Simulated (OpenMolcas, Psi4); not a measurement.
**C2H3ClSi (SMILES ClC1=C[SiH2]1): the vertical energy of the triplet above the singlet, rung by rung**

C2H3ClSi: 7 atoms, total charge 0, spin state singlet. As SMILES, `ClC1=C[SiH2]1`. The coordinates come from a PBE0-D4/def2-TZVP relaxation.

Each level gives the vertical energy of the triplet above the singlet (eV). The values are calculated.

| level | kind | program | value (eV) | less CCSD(T)/def2-SVP | CPU time (all runs) |
| --- | --- | --- | --- | --- | --- |
| HF/def2-SVP | Hartree–Fock | OpenMolcas | 5.28 | -0.43 | 25 s |
| BLYP/def2-SVP | GGA | Psi4 | 4.67 | -1.04 | 28 s |
| revPBE/def2-SVP | GGA | OpenMolcas | 4.62 | -1.09 | 81 s |
| M06-L/def2-SVP | meta-GGA | Psi4 | 4.70 | -1.01 | 52 s |
| r2SCAN/def2-SVP | meta-GGA | Psi4 | 4.46 | -1.25 | 66 s |
| BHLYP/def2-SVP | global hybrid | OpenMolcas | 4.59 | -1.12 | 80 s |
| PBE0/def2-SVP | global hybrid | OpenMolcas | 4.61 | -1.10 | 2 min |
| CCSD(T)/def2-SVP, open shells restricted | coupled cluster or CI | OpenMolcas | 5.71 | 0.00 | 1.7 min |

Differences are taken from CCSD(T)/def2-SVP, open shells restricted for orientation; it has basis-set and higher-order errors of its own. The values span 4.46 to 5.71 eV. CPU times are rough (shared hosts, several kinds of processor): they show what a rung costs within a factor of a few.
